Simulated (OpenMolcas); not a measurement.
# Ir6+: moving or changing the point charges

Ir6+ among 6 point charges of -1.7 e arranged as an octahedron (Oh), 2.27 Å from the ion.
```
   2.2700    0.0000    0.0000  -1.70
   0.0000    2.2700    0.0000  -1.70
  -2.2700    0.0000    0.0000  -1.70
   0.0000   -2.2700    0.0000  -1.70
   0.0000    0.0000    2.2700  -1.70
   0.0000    0.0000   -2.2700  -1.70
```

```yaml
Program: OpenMolcas
Method: CASSCF
Basis: ANO-RCC-VDZP [7s6p4d2f]
Scalar_Hamiltonian: DKH2, point nucleus
Active_space: 3 electrons in 5 orbitals (5d)
State_averaging: 2S+1 = 4 even, 10 roots; 2S+1 = 2 even, 40 roots
Spin-orbit_coupling: state interaction with AMFI integrals over the reference wave functions
```

Runs around this geometry, states (labels of O, the rotations of Oh). Energies in cm-1 above the lowest state or level, χT in cm3 K/mol; 10Dq and B are least-squares fits to the states below 45000 cm-1, weighted by degeneracy, with a free offset, and given where the rms deviation is under 5 % of |10Dq| (or 100 cm-1) and under 700 cm-1.

```tsv
R (Å)	q (e)	Ground state	First state of that spin	10Dq	B (rms of fit)	First gap with spin-orbit (degeneracies)	χT at 300 K	First state of another spin
2.27	-0.85	4A2	4T2 1636	1658	966 (14)	7731 (4, 4)	0.122	2E 17237
2.27	-1.7	4A2	4T2 3257	3311	966 (24)	7774 (4, 4)	0.118	2E 17750
2.39	-1.7	4A2	4T2 2532	2570	966 (19)	7732 (4, 4)	0.120	2E 17566
```

Taking |10Dq| as R^-n, n = -ln(2570 / 3311) / ln(2.39 / 2.27) = 4.9 between the shortest and longest distance. The point-charge formula for a cubic d site gives n = 5.

Scaling the charges by -0.85 / -1.7 = 0.50 scales |10Dq| by 1658 / 3311 = 0.50; with fixed orbitals a first-order splitting would follow the charge.

Without dynamic correlation the repulsion within the d shell is too large (B by tens of per cent), so at a given field states of lower spin stand too high. Spin-orbit coupling mixes the spin-free states strongly: the lowest level takes only 37 % from its leading state, 4T2, which lies 1636 cm-1 above the lowest spin-free state (figures for R = 2.27, q = -0.85; the like holds for R = 2.27, q = -1.7, R = 2.39, q = -1.7). This field is weak: 10Dq is about 1658 cm-1, while octahedral complexes of 5d ions of charge 3 and more, computed by the same method with explicit ligands, had a median near 35000 cm-1. Ground spin and moment need not be those of a real site (figures for R = 2.27, q = -0.85; the like holds for R = 2.27, q = -1.7, R = 2.39, q = -1.7). The ground term spreads over less than 5000 cm-1, several times less than with real ligands, so orbital moments are less quenched and χT lies further from the spin-only value than at real sites (holds for R = 2.27, q = -0.85; R = 2.39, q = -1.7). Point charges carry no covalency, so the field is a model and not that of real ligands. No measured value stands beside these numbers.
